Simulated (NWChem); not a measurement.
A series in which one site is exchanged, each optimised at PBE0/def2-SVP with NWChem, gas phase unless a solvent is named. For some, no frequency run checked for a minimum. def2 effective core potentials on Cd, Te; no spin-orbit coupling.

A: F[Te][SiH3] (SiH$_{3}$TeF; site = Te)
B: [F][Be][SiH3] (BeSiH₃F; site = Be)
C: [Cd]([SiH3])[F] (CdSiH3F; site = Cd)
D: [F][Zn][SiH3] (ZnSiH3F; site = Zn)

```json
[
 {"quantity": "dipole (D), PBE0/def2-SVP", "A": "(withheld)", "B": "0.65", "C": "2.53", "D": "2.09"},
 {"quantity": "static polarisability, PBE/def2-SVPD (bohr³)", "A": "(withheld)", "B": "49.8", "C": "65.5", "D": "58.2"},
 {"quantity": "lowest singlet excitation, PBE/def2-SVPD, TDA (eV)", "A": "(withheld)", "B": "6.28", "C": "5.86", "D": "6.28"}
]
```

### Question
Fill in the missing entries.

### Answer

- dipole (D), PBE0/def2-SVP, A: 2.50
- static polarisability, PBE/def2-SVPD (bohr³), A: 74.5
- lowest singlet excitation, PBE/def2-SVPD, TDA (eV), A: 2.30
